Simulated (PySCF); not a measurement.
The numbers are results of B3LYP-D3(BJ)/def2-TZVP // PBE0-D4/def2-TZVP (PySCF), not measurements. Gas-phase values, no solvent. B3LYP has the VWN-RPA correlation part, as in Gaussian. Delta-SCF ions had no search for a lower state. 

Reference species (SMILES): `F/C=C\Cl` (neutral, multiplicity 1).

```yaml
dipole_moment: 2.07 D
vertical ionisation energy (Delta-SCF): 9.83 eV
HOMO: -7.21 eV
S1 oscillator strength: 0.001
```

Changed species: `F/C=C/Cl`.

What does the change do to the dipole moment, vertical ionisation energy (Delta-SCF), HOMO and S1 oscillator strength?

the dipole moment decreases by 1.91 D, to 0.16 D; the vertical ionisation energy (Delta-SCF) hardly moves; the HOMO stays essentially unchanged; the S1 oscillator strength hardly moves.
